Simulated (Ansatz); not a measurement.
Born–Oppenheimer molecular dynamics of CH3FOSi (7 atoms, charge 0, multiplicity 1). It starts at the highest image of a converged band. Of that band: Neighbouring images differ by up to 3.3 eV, so the band resolves the path poorly. A vibrational analysis at the climbing image gives one clearly imaginary mode, 526i cm⁻¹: a first-order saddle point.

These are results of Ansatz 0.2.0, UKS PBE/def2-SVP, not measurements.

```json
{
  "ensemble": "NVE (velocity Verlet)",
  "time step": "0.5 fs",
  "steps asked": "200",
  "starting velocities drawn for": "100 K",
  "seed": "8725"
}
```

First frame:

```xyz
7
Properties=species:S:1:pos:R:3
C -0.239 -0.209 1.071
O 0.322 0.641 0.123
Si 1.049 0.345 -1.670
F 0.588 -1.251 -1.720
H -0.521 -1.205 0.697
H -0.832 0.312 1.835
H -0.306 1.298 -0.381
```

Q: How far do the bonds stretch over the last three quarters of this one trajectory? (Pairs bonded in most of those frames.)

A: 
```json
{"bond": "C1–O2", "mean (Å)": "1.444", "spread (Å)": "0.030", "shortest": "1.39", "longest": "1.50"}
{"bond": "C1–H5", "mean (Å)": "1.102", "spread (Å)": "0.019", "shortest": "1.07", "longest": "1.14"}
{"bond": "C1–H6", "mean (Å)": "1.105", "spread (Å)": "0.019", "shortest": "1.06", "longest": "1.14"}
{"bond": "O2–Si3", "mean (Å)": "1.942", "spread (Å)": "0.032", "shortest": "1.88", "longest": "1.98"}
{"bond": "O2–H7", "mean (Å)": "0.987", "spread (Å)": "0.009", "shortest": "0.97", "longest": "1.01"}
{"bond": "Si3–F4", "mean (Å)": "1.661", "spread (Å)": "0.011", "shortest": "1.64", "longest": "1.68"}
```

Mean temperature of the second half: 200 K. The conserved energy stayed within 0.086 meV per atom of its start (net change 0.065 meV per atom), so the integration is sound. The system heated up, since it started high on the potential surface and ran downhill. A run of 0.1 ps of so small a system gives no equilibrium averages.

The run took 6.2 min on 2 threads of Arm Neoverse V1 (shared host), peak memory 0.15 GiB.
